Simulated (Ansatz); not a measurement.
`CBNCO` and `OCNCO` differ in one atom or group.

Ansatz, PBE0-D4/def2-TZVP geometries, multiplicity 1. Each molecule was computed in one conformer, which needn't be the lowest.

| property | `CBNCO` |
| --- | --- |
| size of the dipole moment (B3LYP/def2-TZVPP) / D | 0.56 |
| size of the dipole moment (PBE/def2-TZVPP) / D | 0.52 |
| HOMO energy (B3LYP/def2-TZVPP) / eV | -7.74 |
| LUMO energy (PBE0/def2-TZVPP) / eV | 0.47 |
| LUMO energy (ωB97M-V/def2-TZVPP) / eV | 2.15 |
| HOMO energy (ωB97M-V/def2-TZVPP) / eV | -10.36 |

Problem. What does the change do to each property? (An estimate is asked.)

Solution. The calculation gave: 
| property | `OCNCO` | shift |
| --- | --- | --- |
| size of the dipole moment (B3LYP/def2-TZVPP) / D | 2.95 | 2.39 |
| size of the dipole moment (PBE/def2-TZVPP) / D | 2.81 | 2.29 |
| HOMO energy (B3LYP/def2-TZVPP) / eV | -6.97 | 0.77 |
| LUMO energy (PBE0/def2-TZVPP) / eV | 0.85 | 0.38 |
| LUMO energy (ωB97M-V/def2-TZVPP) / eV | 2.24 | 0.09 |
| HOMO energy (ωB97M-V/def2-TZVPP) / eV | -9.61 | 0.75 |

With PBE0 the HOMO rises by 0.77 eV and the LUMO rises by 0.38 eV, so the gap narrows by about 0.39 eV. PBE moves the HOMO by 0.81 eV and ωB97M-V by 0.75 eV. Dipoles are sizes alone; their direction can turn.

B3LYP here is the variant with VWN-RPA as its local correlation; programs differ in this.
